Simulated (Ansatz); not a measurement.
C₃H₉In, singlet, geometry from GFN2-xTB (such geometries of metal compounds can be far from the true shape) (all electrons, no relativity). Base run: B3LYP/3-21G (Ansatz, a program for electronic structure).

Input for Ansatz:
Ansatz 0.2 input:
```yaml
crystal:
  periodic: [false, false, false]
  atoms:
    - {symbol: In, position_ang: [-0.00027071, 0.00058834, -0.00069908]}
    - {symbol: C, position_ang: [-1.54741402, -1.60362658, -0.25516667]}
    - {symbol: H, position_ang: [-1.47645898, -2.03150186, -1.25510468]}
    - {symbol: H, position_ang: [-2.54532539, -1.18425536, -0.13021367]}
    - {symbol: H, position_ang: [-1.39904443, -2.39480853, 0.47847392]}
    - {symbol: C, position_ang: [-0.16211960, 1.91699700, -1.15548571]}
    - {symbol: H, position_ang: [0.80256149, 2.17280153, -1.59247574]}
    - {symbol: H, position_ang: [-0.46352417, 2.72452625, -0.48838330]}
    - {symbol: H, position_ang: [-0.90066120, 1.82322629, -1.95032013]}
    - {symbol: C, position_ang: [1.71103614, -0.31596421, 1.41393740]}
    - {symbol: H, position_ang: [2.33646867, 0.57422770, 1.46297261]}
    - {symbol: H, position_ang: [2.31750483, -1.15712290, 1.07865522]}
    - {symbol: H, position_ang: [1.33272866, -0.54035921, 2.41094086]}
basis:
  gaussian:
    orbitals: 3-21G.json
hamiltonian:
  xc: b3lyp
```
The basis file holds 3-21G in the JSON format of the Basis Set Exchange.

The base run was repeated with changes; each row names its change, and settings that it needs were set with it.

| change | ΔE vs base (mEh) |
|---|---|
| base | 0.000 |
| final_grid = 10, 20, 41 | 0.000 |
| forces = on | 0.000 |
| lower_state_search = full | 0.000 |
| accuracy = high | 0.032 |
| nuclear_model = gaussian | [?] |
| point_charge = charge:1.0 position_ang:-3.4529, -3.422, -3.1984 | -5.685 |
| lower_state_search = off | 0.000 |
| point_charge = charge:0.5 position_ang:3.6622, -4.3345, -1.2949 | 0.544 |
| final_grid = 4, 8, 17 | [?] |

Problem. Complete the blanks.

Solution. 
- nuclear_model = gaussian, ΔE vs base (mEh): 48.519
- final_grid = 4, 8, 17, ΔE vs base (mEh): -0.083
